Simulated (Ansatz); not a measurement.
Gas-phase electronic energies from Ansatz, PBE0-D4/def2-TZVP geometries. CCSD(T)/CBS adds triple-zeta CCSD(T) − MP2 to the extrapolated MP2 energy (def2 sets, frozen cores). DFT in def2-TZVPP. def2 core potentials past Kr. For Ga, Sb outer-core shells are correlated without core-valence functions, which leaves a few kJ/mol of doubt a bond. Scalar relativity is left out up to krypton.

Consider the formal exchange of groups at the Si–Ga bond: `C[SiH]([AlH2])[GaH2]` + stibine → `C[SiH]([AlH2])[SbH2]` + `[GaH3]`.

```json
{"level": "PBE-D4", "ΔE (kJ/mol)": "-32.3"}
{"level": "PBE", "ΔE (kJ/mol)": "-27.6"}
{"level": "BLYP", "ΔE (kJ/mol)": "-14.3"}
{"level": "r2SCAN", "ΔE (kJ/mol)": "-31.5"}
{"level": "BHLYP", "ΔE (kJ/mol)": "-18.4"}
{"level": "MP2/def2-SVP", "ΔE (kJ/mol)": "-27.7"}
{"level": "MP2/def2-TZVPP", "ΔE (kJ/mol)": "-37.3"}
{"level": "HF/CBS(def2)", "ΔE (kJ/mol)": "-11.4"}
```

(1) What does CCSD(T)/CBS give? (Estimate.)

Largest T1 diagnostic among the species: 0.014.

Answers

(1) Ansatz gave: -33.6 kJ/mol. The listed levels differ from it by 1.3, 6.0, 19.3, 2.1, 15.2, 5.9, -3.7, 22.2 kJ/mol.

From BLYP to BHLYP (50 % exact exchange), in def2-TZVPP and without D4, ΔE moves by −4.1 kJ/mol. The D4 term adds −7.6 kJ/mol with B3LYP and −4.0 kJ/mol with PBE0; it sums over pairs of atoms, weighted by their polarisabilities, and B3LYP, whose exchange is more repulsive, gets the larger term.

CCSD(T)/CBS has its own doubt, a few kJ/mol and more with outer-core shells, so smaller differences from it don't rank the levels.

B3LYP here is the variant with VWN-RPA as its local correlation; programs differ in this.
